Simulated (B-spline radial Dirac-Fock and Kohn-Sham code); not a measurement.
**Kohn-Sham estimates against Dirac-Fock for the levels of Ru²⁴⁺**

System: the Ru²⁴⁺ ion, configuration [Ar] 3d2.

The density-functional columns are spherical, spin-unpolarised Dirac-Kohn-Sham results without Breit or QED terms: −ε is minus the orbital energy of the initial state and ΔSCF the difference of two total energies. The reference in the last column comes from Dirac-Fock ΔSCF + Breit + QED. All numbers are from a radial finite-basis atomic code, in eV; a selection of levels is shown. The Kohn-Sham columns are given as differences from the reference. For the 1s level of heavy atoms much of the gap between ΔSCF and the reference is the Breit and QED part, -64.0 eV here; for other levels the error of the functional can be larger.

| level | LDA −ε − DF | LDA ΔSCF − DF | Dirac-Fock |
| --- | --- | --- | --- |
| 1s | -257.8 | +56.2 | 23164.5 |
| 2s | -109.9 | -37.6 | 4255.2 |
| 2p1/2 | -84.8 | +0.6 | 3999.2 |
| 2p3/2 | -86.1 | -3.7 | 3868.5 |
| 3s | -47.1 | -16.5 | 1446.9 |
| 3p1/2 | -31.3 | +0.4 | 1346.0 |
| 3p3/2 | -31.6 | -0.5 | 1318.0 |
| 3d | -33.4 | +1.3 | 1179.4 |

Values without a named source are computed, but for edge energies of neutral atoms, which are taken from tables.
